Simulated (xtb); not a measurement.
xtb input (GFN1-xTB):

```bash
xtb mol.xyz --gfn 1 --opt tight --chrg 0 --uhf 0
```
mol.xyz:
```
7

S      0.00000000     0.00000000    -0.00000000
H      1.41402883    -0.00613539     0.00185772
H     -1.41402883     0.00613539    -0.00185772
H      0.00615167     1.41397409    -0.01257224
H     -0.00615167    -1.41397409     0.01257224
H     -0.00180308     0.01258019     1.41398625
H      0.00180308    -0.01258019    -1.41398625
```

End of the output:

```
   Z      Z             #   av. dist./Å        max./Å        min./Å
   1 H   16 S           6     1.4414244     1.4414244     1.4414244

optimized geometry written to: xtbopt.xyz

           -------------------------------------------------
          | TOTAL ENERGY               -6.617300891383 Eh   |
          | GRADIENT NORM               0.000266086632 Eh/α |
          | HOMO-LUMO GAP               3.024156710119 eV   |
           -------------------------------------------------

------------------------------------------------------------------------
------------------------------------------------------------------------
 total:
 SCF:
 ANC optimizer:
```
